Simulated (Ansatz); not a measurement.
Cartesian coordinates (Å):
SMILES: SC1CC1
```xyz
10

S      1.8483    -0.8125    -0.3241
C      0.3111    -0.3277     0.4492
C     -0.9418    -0.5076    -0.3667
C     -0.4491     0.8735    -0.0448
H      2.6172     0.1689     0.1788
H      0.2411    -0.5616     1.5045
H     -1.8191    -0.8803     0.1461
H     -0.8260    -0.8560    -1.3848
H     -0.9892     1.4546     0.6927
H     -0.0026     1.4468    -0.8464
```
Charge 0, spin multiplicity 1.

These are Ansatz (a quantum-chemistry and plane-wave program) with frozen-core CCSD(T)/def2-TZVPP // TPSSh-D3(BJ)/def2-TZVP values and carry that method's errors.

- HF energy: -514.64586 Ha
- MP2 correlation energy: -0.68624 Ha

Q: Estimate the CCSD correlation energy, the (T) correction, the total energy and the T1 diagnostic.

A: 
The CCSD correlation energy comes out as -0.72838 Ha and the (T) correction is -0.03218 Ha. The CCSD(T) total energy is -515.40641 Ha and the T1 diagnostic is 0.009.
